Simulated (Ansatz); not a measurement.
Consider the redistribution: `O[Si](O)(Cl)N[SiH2]Cl` + `[SiH3][SiH2]Cl` → `O[Si](O)(Cl)Cl` + `[SiH3][SiH2]N[SiH2]Cl`.

Program: Ansatz. Geometries: PBE0-D4/def2-TZVP. ΔE: electronic, gas phase. CBS: MP2 limit from def2 TZ/QZ plus the TZ coupled-cluster correction, frozen cores. Functionals use def2-TZVPP. B3LYP here is the variant with VWN-RPA as its local correlation; programs differ in this. Each species was taken in one conformer, which may not be the lowest.

```tsv
level	ΔE (kJ/mol)	difference from CCSD(T)/CBS
PBE-D4	20.5	-2.9
r2SCAN-D4	22.6	-0.8
PBE0-D4	22.2	-1.2
B3LYP-D4	23.7	0.3
ωB97X-V	23.4	0.0
ωB97M-V	23.3	-0.1
B2PLYP	23.5	0.1
PBE	20.7	-2.7
r2SCAN	22.6	-0.8
PBE0	22.4	-1.0
B3LYP	24.2	0.8
HF/def2-TZVPP	29.3	5.9
MP2/def2-TZVPP	22.3	-1.1
SCS-MP2/def2-TZVPP	23.2	-0.2
CCSD/def2-TZVPP	24.2	0.8
CCSD(T)/def2-TZVPP	23.1	-0.3
HF/def2-QZVPP	29.2	5.8
MP2/def2-QZVPP	22.5	-0.9
SCS-MP2/def2-QZVPP	23.4	0.0
HF/CBS(def2)	29.2	5.8
MP2/CBS(def2)	22.6	-0.8
CCSD/CBS(def2)	24.5	1.1
CCSD(T)/CBS	23.4	0
```

Largest T1 diagnostic among the species: 0.011.

In def2-TZVPP, CCSD(T) changes the Hartree–Fock value by −6.2 kJ/mol (the triples alone add −1.1 kJ/mol) and MP2 by −7.0 kJ/mol.
